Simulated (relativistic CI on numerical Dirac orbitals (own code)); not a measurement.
One change at a time: Cs14+

Base calculation: Dirac-Coulomb-Breit CI, orbitals from a KLI potential per configuration, model QED, unscaled Slater integrals.

Configurations in the expansion (outside the closed core [Ar] 3d10): 4s2.4p6.4d5, 4s2.4p5.4d6, 4s2.4p6.4d4.4f, 4s2.4p6.4d4.5p, 4s2.4p6.4d3.4f.5s, 4s2.4p6.4d3.5s.5p, 4p6.4d7, 4p5.4d8, 4s2.4p6.4d3.5s2, 4s2.4p6.4d2.4f.5s2, 4s2.4p6.4d2.5s2.5p. Double excitations out of closed p, d and f shells are left out; levels of such configurations are missing from the list, as are those of other unlisted configurations, and high levels can miss mixing partners.

The lowest level and the first level of each name with at least 55 % of one term (blank where a level has no safe partner in the second run):

```tsv
Level	Base (cm⁻¹)	Shift (cm⁻¹)
4s2.4p6.4d5 6S_5/2	0	0
4s2.4p6.4d5 4G_7/2	52312	-24
4s2.4p6.4d5 4G_11/2	54004	+268
4s2.4p6.4d5 4G_9/2	56001	+266
4s2.4p6.4d5 4P_1/2	61352	0
4s2.4p6.4d5 4D_7/2	67910	+295
4s2.4p6.4d5 4D_1/2	76389	+435
4s2.4p6.4d5 2I_11/2	77056	+400
4s2.4p6.4d5 2I_13/2	83658	+764
4s2.4p6.4d5 2H_9/2	98614	+494
4s2.4p6.4d5 2H_11/2	114208	+1183
4s2.4p6.4d5 2S_1/2	120241	+328
4s2.4p6.4d5 2P_3/2	170820	+179
4s2.4p6.4d5 2P_1/2	178656	+583
4s2.4p5.4d6 6F°_11/2	694212	+1725
4s2.4p5.4d6 6F°_9/2	711600	+1983
4s2.4p5.4d6 6P°_3/2	717155	+1834
4s2.4p5.4d6 4H°_13/2	738164	+2062
```

At this charge energies of transitions that change n are usually good to better than 1 %, and those within a shell (Δn = 0) to a few per cent. Terms inside the open d or f shell come out 10 to 20 % too wide with unscaled integrals. Levels and lines within the n = 5 or 6 shells can be off by up to 10 % or somewhat more, and those that change n by about 2 %, since core polarisation is missing.

One thing was changed in a second run, which moved the levels as shown. Which?
A. configuration mixing switched off
B. Breit term removed
C. non-relativistic limit
D. QED terms removed

B. Breit term removed. The Breit term mainly narrows fine-structure intervals, so removing it widens them.

LS names give the leading component of a level, which can be under half, so a name can repeat, a term be missing and a line seem to break the LS rules.
